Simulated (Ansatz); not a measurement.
Geometry optimisation, RHF/def2-SVP in Ansatz 0.2.0.

Input file:

```yaml
crystal:
  periodic: [false, false, false]
  atoms:
    - { symbol: C, position_ang: [-0.2522, -0.6578, -1.6211] }
    - { symbol: B, position_ang: [0.4396, -0.3339, -0.2592] }
    - { symbol: "N", position_ang: [1.9256, -0.4483, -0.1984] }
    - { symbol: Si, position_ang: [-0.4995, 0.1786, 1.3203] }
    - { symbol: C, position_ang: [-1.4751, 1.701, 0.9783] }
    - { symbol: "N", position_ang: [-2.0529, 2.7055, 0.7848] }
    - { symbol: H, position_ang: [-0.0634, -1.65, -1.9551] }
    - { symbol: H, position_ang: [0.1068, 0.1127, -2.4095] }
    - { symbol: H, position_ang: [-1.3924, -0.4662, -1.4717] }
    - { symbol: H, position_ang: [2.1805, -1.1502, 0.5809] }
    - { symbol: H, position_ang: [2.3155, 0.4724, 0.1631] }
    - { symbol: H, position_ang: [0.3649, 0.377, 2.4705] }
    - { symbol: H, position_ang: [-1.5772, -0.8756, 1.6319] }
basis:
  gaussian: { orbitals: def2-SVP }
hamiltonian:
  xc: hf
relax:
  f_tol: 0.015
  max_steps: 40
```

Run as:

```bash
$ ansatz run input.yaml --threads 2 --pin off --max-ram 3072MiB --backend cpu --events-out ev --progress --plain --runs-dir out
```

Where does it end, and by what steps?

It converged. The force dipped under the threshold on the way, but the program's further checks kept it going. After 22 steps the energy has fallen by 2.127 eV; H10 moved furthest, 1.34 Å.

```json
{"step": "0", "energy less start (eV)": "0.0000", "largest force component (eV/Å)": "5.374", "accepted": "yes"}
{"step": "1", "energy less start (eV)": "-0.7593", "largest force component (eV/Å)": "1.037", "accepted": "yes"}
{"step": "2", "energy less start (eV)": "-0.8809", "largest force component (eV/Å)": "0.872", "accepted": "yes"}
{"step": "3", "energy less start (eV)": "-0.9931", "largest force component (eV/Å)": "1.377", "accepted": "yes"}
{"step": "4", "energy less start (eV)": "-1.1653", "largest force component (eV/Å)": "1.776", "accepted": "yes"}
{"step": "5", "energy less start (eV)": "-1.4724", "largest force component (eV/Å)": "1.934", "accepted": "yes"}
{"step": "6", "energy less start (eV)": "-1.8117", "largest force component (eV/Å)": "0.878", "accepted": "yes"}
{"step": "7", "energy less start (eV)": "-2.0262", "largest force component (eV/Å)": "0.681", "accepted": "yes"}
{"step": "8", "energy less start (eV)": "-2.0778", "largest force component (eV/Å)": "0.583", "accepted": "yes"}
{"step": "9", "energy less start (eV)": "-2.0776", "largest force component (eV/Å)": "0.924", "accepted": "no"}
{"step": "10", "energy less start (eV)": "-2.1084", "largest force component (eV/Å)": "0.181", "accepted": "yes"}
{"step": "11", "energy less start (eV)": "-2.1172", "largest force component (eV/Å)": "0.118", "accepted": "yes"}
{"step": "12", "energy less start (eV)": "-2.1223", "largest force component (eV/Å)": "0.236", "accepted": "yes"}
{"step": "13", "energy less start (eV)": "-2.1241", "largest force component (eV/Å)": "0.100", "accepted": "yes"}
{"step": "14", "energy less start (eV)": "-2.1249", "largest force component (eV/Å)": "0.023", "accepted": "yes"}
{"step": "15", "energy less start (eV)": "-2.1255", "largest force component (eV/Å)": "0.067", "accepted": "yes"}
{"step": "16", "energy less start (eV)": "-2.1259", "largest force component (eV/Å)": "0.060", "accepted": "yes"}
{"step": "17", "energy less start (eV)": "-2.1264", "largest force component (eV/Å)": "0.032", "accepted": "yes"}
{"step": "18", "energy less start (eV)": "-2.1266", "largest force component (eV/Å)": "0.035", "accepted": "yes"}
{"step": "19", "energy less start (eV)": "-2.1267", "largest force component (eV/Å)": "0.020", "accepted": "yes"}
{"step": "20", "energy less start (eV)": "-2.1268", "largest force component (eV/Å)": "0.014", "accepted": "yes"}
{"step": "21", "energy less start (eV)": "-2.1268", "largest force component (eV/Å)": "0.014", "accepted": "yes"}
{"step": "22", "energy less start (eV)": "-2.1269", "largest force component (eV/Å)": "0.008", "accepted": "yes"}
```

```xyz
13
Properties=species:S:1:pos:R:3
C -0.223 -0.684 -1.560
B 0.482 -0.383 -0.171
N 1.844 -0.601 0.015
Si -0.614 0.335 1.416
C -1.491 1.922 0.887
N -2.004 2.873 0.535
H 0.470 -1.056 -2.320
H -0.703 0.217 -1.953
H -1.018 -1.426 -1.438
H 2.434 -0.950 -0.715
H 2.337 -0.414 0.863
H 0.198 0.708 2.600
H -1.695 -0.578 1.856
```

Run time: 50 s on 2 threads of Arm Neoverse V2 (shared host), peak memory 0.27 GiB.
